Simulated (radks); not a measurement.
Values are calculated unless marked as measured or tabulated.
Q: Zn+, configuration [Ar] 3d9.5 4s1.5 (fractional occupations, a model configuration). Level of theory: scalar-relativistic Kohn-Sham, PBE, spin-polarised, spherical densities, finite nucleus; open shells are filled with parallel spins first; Fermi nuclear charge, rms radius 3.9283 fm (a radial shooting solver on a logarithmic mesh with Libxc functionals). Some entries of the table are withheld. Estimate them.

orbital  occ.  eigenvalue (eV)  <r> (bohr)  <1/r> (bohr^-1)
1s up       1        -9539.004     0.05031            30.23
1s down     1        -9538.979     0.05031            30.23
2s up       1        -1172.033      0.2262            6.586
2s down     1        -1171.707      0.2262            6.587
2p up       3        -1017.681      0.1983            6.461
2p down     3        -1017.432      0.1982            6.462
3s up       1        -142.7901         (1)            2.094
3s down     1        -142.1672         (2)            2.093
3p up       3         -96.8871         (3)            1.941
3p down     3         -96.2653         (4)            1.940
3d up       5         -23.2109         (5)            1.549
3d down   4.5         -22.5603         (6)            1.549
4s up       1         -15.2518       2.328           0.5579
4s down   0.5         -14.5733       2.347           0.5542

A: 
(1) 3s up <r> (bohr): 0.6795
(2) 3s down <r> (bohr): 0.6797
(3) 3p up <r> (bohr): 0.7105
(4) 3p down <r> (bohr): 0.7106
(5) 3d up <r> (bohr): 0.8687
(6) 3d down <r> (bohr): 0.8684
